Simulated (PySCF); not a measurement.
C2H6BF3Si, SMILES B[SiH2]CC(F)(F)F at its GFN2-xTB optimised geometry (Å):

```
13

B      1.5026    -1.6422     0.0000
Si    -0.4564    -1.6422     0.0000
C     -1.0502     0.1994     0.0000
C     -0.3446     0.9422    -1.0815
F     -0.7148     2.2333    -1.1906
F     -0.5365     0.4017    -2.2985
F      0.9959     0.9656    -0.9027
H      2.1086    -1.2112     0.9023
H      2.1196    -2.0716    -0.8943
H     -1.1737    -2.2333    -1.1421
H     -1.1399    -2.1797     1.1904
H     -0.8237     0.6950     0.9420
H     -2.1196     0.2840    -0.1793
```

Method: PBE/def2-TZVP in PySCF 2.14.0.

Map of the HOMO−1 amplitude (bohr^(-3/2)) on the plane z = 1.0 Å; orbital energy -8.03 eV, overall sign arbitrary:

```
|444444444444444444444444444|
|444444444444444444444444444|
|444444444444444444444444444|
|444444444444444444444444444|
|444444444444444444444444444|
|444444444444444444444444444|
|444444444444444444444444444|
|444444444444444444444444444|
|444444444455444444444444444|
|444444445555544444444444444|
|444444445666554444444444444|
|444444445677554444444444444|
|444444444566544444444444444|
|444444444444444444454444444|
|444444433322333445555544444|
|444444333222233455676554444|
|444444333211223456897654444|
|444444332211123456898654444|
|444444332100123456776554444|
|444444332101223445655544444|
|444444433112233444554444444|
|444444433323334444444444444|
|444444443333344444444444444|
|444444444444444444444444444|
|444444444444444444444444444|
|444444444444444444444444444|
|444444444444444444444444444|
```
Scale: ten equal steps from -0.102 (start of '0') to 0.135 (end of '9'), in the order '0123456789'; x runs from -4.50 to 4.50, y from -4.50 (bottom) to 4.50 (top).
